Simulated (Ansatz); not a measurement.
Consider the cleavage of the Zn–B bond: `[OH][Zn][B](F)F` + H₂S → `[OH][Zn][SH]` + `FBF`.

Program: Ansatz. Geometries: PBE0-D4/def2-TZVP. ΔE: electronic, gas phase. CCSD(T)/CBS is the MP2 limit (def2-TZVPP, def2-QZVPP) plus CCSD(T) − MP2 in def2-TZVPP, frozen cores. This one scheme is used for every species. DFT in def2-TZVPP. For Zn outer-core shells are correlated without core-valence functions, which leaves a few kJ/mol of doubt a bond. Scalar relativity is left out up to krypton. One conformer a species, not always the lowest.

```csv
level,ΔE (kJ/mol)
BHLYP-D4,-104.8
MP2/def2-SVP,-99.5
CCSD/def2-SVP,-94.7
SCS-MP2/def2-TZVPP,-102.7
```

Question: What does CCSD(T)/CBS give? (Best estimate.)

Answer: Ansatz gave: -104.2 kJ/mol. The listed levels differ from it by -0.6, 4.7, 9.5, 1.5 kJ/mol.

Largest T1 diagnostic among the species: 0.016.

From PBE to PBE0 (25 % exact exchange), in def2-TZVPP and without D4, ΔE moves by −10.1 kJ/mol. At CCSD(T), def2-SVP lies +12.0 kJ/mol from the extrapolated value and def2-TZVPP +6.7 kJ/mol.

CCSD(T)/CBS has its own doubt, a few kJ/mol and more with outer-core shells, so smaller differences from it don't rank the levels.
